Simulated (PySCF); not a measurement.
PySCF 2.14 output of an unrestricted MN15 calculation on a single atom or ion in aug-cc-pVDZ-DK (5s4p2d, 27 functions), with scalar relativity by spin-free X2C-1e:

```
SCF conv_tol = 1e-09
number electrons alpha = 8  beta = 5
    H. S. Yu, X. He, S. L. Li, and D. G. Truhlar.,  Chem. Sci. 7, 5032-5051 (2016)
    H. S. Yu, X. He, S. L. Li, and D. G. Truhlar.,  Chem. Sci. 7, 5032-5051 (2016)
cycle= 1 E= -289.115557850957  delta_E= -0.00479  |g|= 0.00932  |ddm|= 1.14
cycle= 2 E= -289.115820401207  delta_E= -0.000263  |g|= 0.0032  |ddm|= 0.103
cycle= 3 E= -289.115953136227  delta_E= -0.000133  |g|= 0.00224  |ddm|= 0.0591
cycle= 4 E= -289.116077310913  delta_E= -0.000124  |g|= 0.00115  |ddm|= 0.0905
cycle= 5 E= -289.116117395783  delta_E= -4.01e-05  |g|= 0.00033  |ddm|= 0.0857
cycle= 6 E= -289.116118626531  delta_E= -1.23e-06  |g|= 7.61e-05  |ddm|= 0.0279
cycle= 7 E= -289.116118641105  delta_E= -1.46e-08  |g|= 2.03e-05  |ddm|= 0.00489
cycle= 8 E= -289.116118643176  delta_E= -2.07e-09  |g|= 1.85e-06  |ddm|= 0.00124
cycle= 9 E= -289.116118643185  delta_E= -8.47e-12  |g|= 4.71e-08  |ddm|= 9.76e-05
converged SCF energy = -289.116118643185  <S^2> = 3.750027  2S+1 = 4.0000135
```

The run itself started from symmetry-adapted Hartree-Fock orbitals and held the occupation by maximum overlap, on a logarithmic radial grid, so the iterations belong to that start.

Q: Which element, charge and spin multiplicity is this?

A: Si+ (silicon, charge +1), multiplicity 4; the state was [Ne] 3s1 3p1 4s1, high-spin 4P determinant (an excited configuration).

The outer electron is Rydberg-like, and this basis confines it to a smaller radius and binds it less than a complete one would.
